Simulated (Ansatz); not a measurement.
## Forces on a displaced structure

CH$_{3}$ISi (SMILES C=[SiH]I), singlet, displaced at random from a GFN2-xTB minimum.

```csv
atom,x (Å),y (Å),z (Å)
C1,-0.3999,0.6035,-0.7672
Si2,0.0783,-0.0261,0.6424
I3,0.9634,-2.3181,0.7302
H4,-0.6243,1.5026,-0.9979
H5,-0.1551,-0.0016,-1.7662
H6,0.0349,0.4456,1.9950
```

Program: Ansatz 0.2.0. Basis: def2-TZVPP. Cores are frozen in the correlated methods. Filled d shells of the heavier atoms are correlated. Core potentials replace the inner electrons of the atoms past krypton. The def2 sets are not built for correlating such inner shells, so the correlated values are less sure here. B3LYP uses VWN-RPA correlation.

CCSD(T) forces from the calculation:
```
atom      Fx      Fy  Fz (eV/Å)
  C1   1.448  -5.624     -4.256
 Si2   1.394  -2.590      2.437
  I3  -0.188   0.412     -0.022
  H4  -1.859   6.237     -1.181
  H5  -0.623   1.044      2.392
  H6  -0.172   0.520      0.629
```

Root-mean-square difference of the force components from those of CCSD(T): PBE0-D4 0.193; wB97M-V 0.226; r2SCAN-D4 0.158; PBE-D4 0.163; B97M-V 0.192; B3LYP-D4 0.183 eV/Å.

The T1 diagnostic stays at or below 0.011. These are differences at one structure, and CCSD(T) in triple zeta is itself an approximation.

For scale, one of the runs: CCSD(T)/def2-TZVPP forces, 165 basis functions (an equivalent command: `ansatz run in.yaml --threads 4`). Time: 2.5 min of wall clock on 4 CPU threads; the host was shared. Peak host memory: 2.6 GiB.
